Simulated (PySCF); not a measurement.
**Electron correlation in O²⁺ (oxygen, charge +2)**

[He] 2s1 2p2 3d1, one real determinant (an excited configuration). Calculation: PySCF 2.14, in dyall-acv3z (15s9p4d2f, 76 functions); the non-relativistic Hamiltonian (point nucleus). Frozen: 1s2; 4 electrons correlated; the 13 highest virtual orbitals of each spin left out.

```csv
level,correlation energy (mhartree)
CCSD,-32.10
(T),-2.94
CCSD(T),-35.04
```

Diagnostics: T1 = 0.012, D1 = 0.0332, largest double amplitude 0.294.

**Question.** Is a single reference adequate?

**Answer.** Not fully. The real determinant used has ⟨L²⟩ near 8 against 12 for a pure F term, so it mixes terms. The outer electron is Rydberg-like, and this basis confines it to a smaller radius and binds it less than a complete one would. A double-excitation amplitude exceeds 0.15, a sign of near-degeneracy.

The reference is one real determinant that mixes LS terms of this configuration.
